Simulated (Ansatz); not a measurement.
Geometry optimisation, UKS B3LYP-D4/STO-3G in Ansatz 0.2.0.

input.yaml

```yaml
crystal:
  periodic: [false, false, false]
  atoms:
    - { symbol: C, position_ang: [-1.0167, -1.5174, 1.7749] }
    - { symbol: S, position_ang: [-1.5151, -0.3765, 0.3923] }
    - { symbol: C, position_ang: [0.0973, 0.3269, 0.0009] }
    - { symbol: F, position_ang: [0.958, 0.3702, 1.1478] }
    - { symbol: Si, position_ang: [0.9928, -0.6609, -1.3048] }
    - { symbol: Si, position_ang: [-0.0515, 2.0511, -0.6558] }
    - { symbol: H, position_ang: [-0.2886, -2.201, 1.454] }
    - { symbol: H, position_ang: [-0.6503, -0.8769, 2.6041] }
    - { symbol: H, position_ang: [-1.9538, -1.9971, 2.13] }
    - { symbol: H, position_ang: [2.3467, -0.116, -1.577] }
    - { symbol: H, position_ang: [0.2251, -0.7107, -2.5488] }
    - { symbol: H, position_ang: [1.2158, -2.057, -0.8378] }
    - { symbol: H, position_ang: [1.2169, 2.6869, -0.9773] }
    - { symbol: H, position_ang: [-0.8771, 2.0966, -1.8935] }
    - { symbol: H, position_ang: [-0.7214, 2.9309, 0.3204] }
magnetization:
  spin_polarized: true
basis:
  gaussian: { orbitals: STO-3G }
hamiltonian:
  xc: b3lyp
  dispersion: d4
relax:
  f_tol: 0.02
  max_steps: 40
```

Command:

```bash
$ ansatz run input.yaml --threads 1 --pin off --max-ram 2048MiB --backend cpu --events-out ev --progress --plain --runs-dir out
```

Problem. Where does it end, and by what steps?

Solution. It converged. Limits of this set-up: minimal basis. After 9 steps the energy has fallen by 0.539 eV; H8 moved furthest, 0.77 Å.

```
step  energy less start (eV)  largest force component (eV/Å)  accepted
   0                  0.0000                           2.828       yes
   1                 -0.4227                           0.762       yes
   2                 -0.4968                           0.470       yes
   3                 -0.5144                           0.212       yes
   4                 -0.5257                           0.290       yes
   5                 -0.5321                           0.114       yes
   6                 -0.5366                           0.106       yes
   7                 -0.5381                           0.033       yes
   8                 -0.5386                           0.026       yes
   9                 -0.5387                           0.012       yes
```

```xyz
15
Properties=species:S:1:pos:R:3
C -1.019 -1.587 1.577
S -1.547 -0.152 0.577
C 0.156 0.474 0.109
F 0.935 0.629 1.295
Si 1.052 -0.726 -1.102
Si -0.122 2.186 -0.726
H -0.745 -2.461 0.964
H -0.155 -1.316 2.204
H -1.849 -1.879 2.238
H 2.358 -0.199 -1.426
H 0.275 -0.823 -2.316
H 1.208 -2.041 -0.529
H 1.144 2.713 -1.179
H -0.996 2.020 -1.865
H -0.718 3.111 0.208
```

Whether the end is a true minimum wasn't checked by a vibrational analysis.

Run time: 89 s on 1 CPU thread of a shared host.
